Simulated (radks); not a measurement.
Results of a calculation; reference values are marked as such.
Problem. Radial electron density D(r) = 4 pi r^2 rho(r) of an atom or ion with 55 electrons. Code: a radial shooting solver on a logarithmic mesh with Libxc functionals. Model: scalar-relativistic Kohn-Sham, PBEsol, spin-unpolarised, spherical densities, point nucleus.

```
   r/bohr * D(r) (the largest magnitude, 112, reaches the edge; | marks zero)
 0.001227 |  *
 0.001417 |  *
 0.001637 |   *
  0.00189 |    *
 0.002183 |      *
 0.002521 |       *
 0.002911 |         *
 0.003362 |           *
 0.003852 |              *
 0.004449 |                *
 0.005138 |                    *
 0.005934 |                       *
 0.006853 |                           *
 0.007914 |                              *
  0.00914 |                                  *
  0.01056 |                                     *
  0.01219 |                                       *
  0.01408 |                                        *
  0.01626 |                                        *
  0.01878 |                                       *
  0.02169 |                                      *
  0.02504 |                                    *
  0.02892 |                                    *
   0.0334 |                                    *
  0.03858 |                                       *
  0.04455 |                                           *
  0.05145 |                                                *
  0.05942 |                                                    *
  0.06862 |                                                      *
  0.07862 |                                                     *
   0.0908 |                                                *
   0.1049 |                                           *
   0.1211 |                                        *
   0.1399 |                                         *
   0.1615 |                                             *
   0.1865 |                                                *
   0.2154 |                                             *
   0.2488 |                                      *
   0.2873 |                           *
   0.3318 |                    *
   0.3832 |                 *
   0.4426 |                   *
   0.5111 |                     *
   0.5903 |                   *
   0.6817 |              *
   0.7873 |         *
   0.9093 |      *
     1.05 |     *
    1.213 |    *
    1.401 |   *
    1.605 | *
    1.853 |*
     2.14 |*
    2.472 *
    2.854 *
    3.297 *
    3.807 *
    4.397 *
    5.078 *
```

What is the nuclear charge?

Solution. Z = 63. The innermost maximum, from 1s, lies near gamma/Z bohr with gamma = sqrt(1 - (Z/c)^2) = 0.888, here 0.0141 bohr (found: 0.0155), and its height grows with Z. The density is that of the europium ion Eu8+ in [Xe] 6s1; the configuration itself is not fixed sharply by these data, and Z only to a few units. D(r) has 4 maxima, at r = 0.0155, 0.0686, 0.190, 0.511 bohr, and minima at 0.0296, 0.126, 0.377 bohr, inside which lie 1.94, 11.16, 28.92 electrons.
